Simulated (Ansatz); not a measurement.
Q: Name a neutral molecule of N, O, Si and H with HOMO–LUMO gap (ωB97M-V/def2-TZVPP) between 11.20 and 11.50 eV and size of the dipole moment (ωB97M-V/def2-TZVPP) between 1.35 and 1.65 D (Ansatz, PBE0-D4/def2-TZVP geometry).

A: `N[Si](N)(N)O` (11.36 eV, 1.43 D). Other molecules can fit too; these were computed, each in one conformer that needn't be the lowest.
